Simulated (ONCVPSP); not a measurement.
An all-electron radial function and its pseudo partner (zinc)

Columns: radius, all-electron u(r) and pseudo u(r) of the 3d shell (level -10.14 eV) of zinc in the configuration [Ne] 3s2 3p6 3d10 4s2; PBE, scalar-relativistic, ONCV scheme, ONCVPSP 4.0.1.

```json
{"r (bohr)": "0.057", "all-electron": "0.0335", "pseudo": "0.0064"}
{"r (bohr)": "0.115", "all-electron": "0.1644", "pseudo": "0.0490"}
{"r (bohr)": "0.172", "all-electron": "0.3494", "pseudo": "0.1489"}
{"r (bohr)": "0.230", "all-electron": "0.5440", "pseudo": "0.3107"}
{"r (bohr)": "0.288", "all-electron": "0.7139", "pseudo": "0.5137"}
{"r (bohr)": "0.345", "all-electron": "0.8448", "pseudo": "0.7208"}
{"r (bohr)": "0.402", "all-electron": "0.9385", "pseudo": "0.9023"}
{"r (bohr)": "0.460", "all-electron": "0.9988", "pseudo": "1.0363"}
{"r (bohr)": "0.518", "all-electron": "1.0290", "pseudo": "1.1090"}
{"r (bohr)": "0.575", "all-electron": "1.0358", "pseudo": "1.1263"}
{"r (bohr)": "0.632", "all-electron": "1.0256", "pseudo": "1.1041"}
{"r (bohr)": "0.690", "all-electron": "1.0027", "pseudo": "1.0583"}
{"r (bohr)": "0.747", "all-electron": "0.9718", "pseudo": "1.0049"}
{"r (bohr)": "0.805", "all-electron": "0.9350", "pseudo": "0.9510"}
{"r (bohr)": "0.862", "all-electron": "0.8957", "pseudo": "0.9017"}
{"r (bohr)": "0.920", "all-electron": "0.8541", "pseudo": "0.8556"}
{"r (bohr)": "0.977", "all-electron": "0.8128", "pseudo": "0.8129"}
{"r (bohr)": "1.035", "all-electron": "0.7712", "pseudo": "0.7711"}
{"r (bohr)": "1.092", "all-electron": "0.7313", "pseudo": "0.7312"}
{"r (bohr)": "1.150", "all-electron": "0.6920", "pseudo": "0.6919"}
{"r (bohr)": "1.208", "all-electron": "0.6542", "pseudo": "0.6541"}
{"r (bohr)": "1.265", "all-electron": "0.6188", "pseudo": "0.6187"}
{"r (bohr)": "1.322", "all-electron": "0.5850", "pseudo": "0.5849"}
{"r (bohr)": "1.380", "all-electron": "0.5524", "pseudo": "0.5523"}
{"r (bohr)": "1.438", "all-electron": "0.5215", "pseudo": "0.5215"}
{"r (bohr)": "1.495", "all-electron": "0.4929", "pseudo": "0.4928"}
```

Q: How many radial nodes do the two functions have?

A: The all-electron 3d function has n − l − 1 = 0; the pseudo-wave has 0.

Q: At about which radius was the pseudo-wave matched?

A: 1.05 bohr. The columns agree to 0.0005 from 0.98 bohr on; several derivatives are matched, so the curves merge somewhat inside the radius.

Q: Is the pseudo-wave norm-conserving?

A: Yes: the ONCV scheme keeps the norm inside the radius equal to the all-electron one, which fixes the energy derivative of the logarithmic derivative at the level.
